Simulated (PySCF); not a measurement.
A GIAO shielding run with PySCF (density fitting, non-relativistic, gas phase) on `InChI=1S/C7H11N2/c1-8-4-5-9(6-8)7-2-3-7/h4-7H,2-3H2,1H3/q+1`:

```
{"job": {"kind": "nmr", "xc": "PBE0", "basis": "pcSseg-1"}, "charge": 1, "multiplicity": 1}
C      3.250305     0.283559     0.465370
N      1.877461     0.143692     0.060250
C      1.446391    -0.085075    -1.208750
C      0.087758    -0.177747    -1.167665
N     -0.291960    -0.006538     0.130339
C     -1.621665    -0.021649     0.643834
C     -2.739730     0.557536    -0.179759
C     -2.651177    -0.919871     0.014707
C      0.809130     0.186426     0.854290
H      3.731290    -0.695083     0.516144
H      3.303906     0.753222     1.445086
H      3.788119     0.896622    -0.256805
H      2.116301    -0.166293    -2.040460
H     -0.604339    -0.347737    -1.965967
H     -1.634563     0.119992     1.715974
H     -3.506389     1.106586     0.343040
H     -2.496532     0.971968    -1.145618
H     -2.347104    -1.538020    -0.815491
H     -3.355781    -1.400732     0.674265
H      0.833431     0.349820     1.914181
```

Hardware: 1 thread of an x86-64 server CPU, shared host. The job also computes population analyses, field gradients, ring-centre shieldings.

(1) How large is the calculation?

(2) How long does it take?

Results:

(1) 66 electrons, 208 basis functions and 1063 auxiliary functions.

(2) 22 s of wall time, with 13 SCF cycles and 4 response iterations. Times on a shared host scatter by some tens of per cent.
